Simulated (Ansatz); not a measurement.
A nudged elastic band was laid between two geometries of AlH6NO2 (10 atoms, charge 0, multiplicity 1).

Theory: RHF/6-31G* in Ansatz 0.2.0.

| Item | Value |
| --- | --- |
| movable images | 5 |
| climbing image | yes |
| spring | 5.0 eV/Å² |
| optimiser | quadratic models (default) |
| start path | through a guess of the saddle point |
| force threshold | 0.03 eV/Å |
| iteration limit | 60 |
| end points | relaxed |

Image 0:

```xyz
10
Properties=species:S:1:pos:R:3
Al -0.009 -0.046 0.248
H -0.255 -0.952 1.543
O 1.579 0.030 -0.429
H 1.899 -0.594 -1.060
O -1.346 0.083 -0.840
H -2.073 -0.517 -0.785
N 0.077 1.884 0.934
H 0.995 2.227 0.711
H -0.601 2.433 0.435
H -0.081 1.997 1.919
```

Image 6:

```xyz
10
Properties=species:S:1:pos:R:3
Al 0.067 0.576 -0.604
H -0.224 0.250 3.694
O 1.531 -0.196 -0.969
H 1.650 -0.992 -1.459
O -1.437 0.012 -1.145
H -1.604 -0.755 -1.667
N 0.110 2.031 0.388
H 0.943 2.451 0.742
H -0.692 2.567 0.640
H -0.160 0.602 3.057
```

Question: What changes between the two ends?

Answer: Bonds broken: Al1–H2, N7–H10. Bonds formed: H2–H10. AlH6NO2 becomes AlH4NO2 + H2.

Question: Give the energies along the band, and the barrier.

Answer: The forces met the threshold. The highest image is number 2 of 0 to 6, 2.19 eV above the first end and 1.40 eV above the last; the last end lies 0.79 eV above the first. Neighbouring images differ by up to 2.0 eV, so the band resolves the path poorly. A vibrational analysis at the climbing image gives 2 clearly imaginary modes (1827i, 105i cm⁻¹): a point of higher order, so a lower path passes nearby. The orbitals stay closed-shell, which can raise the energy where a bond breaks towards radicals; this wasn't checked here.

| image | path coordinate (Å) | energy (eV) | Al1–H2 (Å) | N7–H10 (Å) | H2–H10 (Å) |
| --- | --- | --- | --- | --- | --- |
| 0 | 0.00 | 0.00 | 1.60 | 1.00 | 2.98 |
| 1 | 1.00 | 0.21 | 1.61 | 1.01 | 2.23 |
| 2 | 2.01 | 2.19 | 1.84 | 1.38 | 1.00 |
| 3 | 2.86 | 1.02 | 2.49 | 2.28 | 0.73 |
| 4 | 3.71 | 0.81 | 3.22 | 2.92 | 0.73 |
| 5 | 4.57 | 0.79 | 3.88 | 3.07 | 0.73 |
| 6 | 5.42 | 0.79 | 4.32 | 3.04 | 0.73 |

Question: What is the geometry of the highest image?

Answer: 
```xyz
10
Properties=species:S:1:pos:R:3
Al 0.006 0.342 0.016
H -0.130 -0.044 1.809
O 1.511 -0.207 -0.548
H 1.695 -1.026 -0.977
O -1.494 0.031 -0.715
H -1.737 -0.708 -1.247
N 0.094 2.019 0.862
H 0.959 2.525 0.916
H -0.676 2.660 0.822
H -0.044 0.955 1.738
```

The band took 17 iterations and roughly 110 core-seconds.

Time of the run: 110 s on 1 thread of Arm Neoverse V1, with other jobs on the host, peak memory 0.13 GiB.
